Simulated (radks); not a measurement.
Species: Kr V. Configuration: [Ar] 3d9.5 4s2 4p2.5 (fractional occupations, a model configuration).

Method: scalar-relativistic Kohn-Sham, r2SCAN, spin-polarised, spherical densities, finite nucleus; open shells are filled with parallel spins first; meta-GGA in the generalised Kohn-Sham scheme; Fermi nuclear charge, rms radius 4.1884 fm; computed with a radial shooting solver on a logarithmic mesh with Libxc functionals.

Energy parts (eV):
part                       energy
total                  -75772.043
kinetic                 77515.382
electron-nucleus      -180753.585
Hartree                 30045.796
exchange-correlation    -2579.636

Orbitals (lengths in bohr, moments of r in powers of bohr):
orbital,occ.,eigenvalue (eV),<1/r>
1s up,1,-14261.95,36.76
1s down,1,-14261.53,36.76
2s up,1,-1946.701,8.181
2s down,1,-1945.842,8.182
2p up,3,-1726.897,7.985
2p down,3,-1726.007,7.986
3s up,1,-335.2307,2.723
3s down,1,-333.8218,2.718
3p up,3,-264.2778,2.568
3p down,3,-262.7698,2.565
3d up,5,-147.4697,2.303
3d down,4.5,-145.7495,2.304
4s up,1,-77.6138,0.9442
4s down,1,-72.8590,0.9483
4p up,2.5,-60.0952,0.8436
4p down,0,-55.3363,0.8454

The highest occupied level is 4p up at -60.095 eV. Summed over all electrons, <r^2> = 17.75 bohr^2, which gives a Langevin (diamagnetic) susceptibility term of -14.1 x 10^-6 cm^3/mol. The density falls to 0.001 e/bohr^3 at r = 3.04 bohr. The spin density at the nucleus is -0.803 e/bohr^3 (1s -0.855, 2s -0.787, 3s 1.793, 4s -0.954). The electron density at the nucleus is 5.014e+04 e/bohr^3 (large components only).
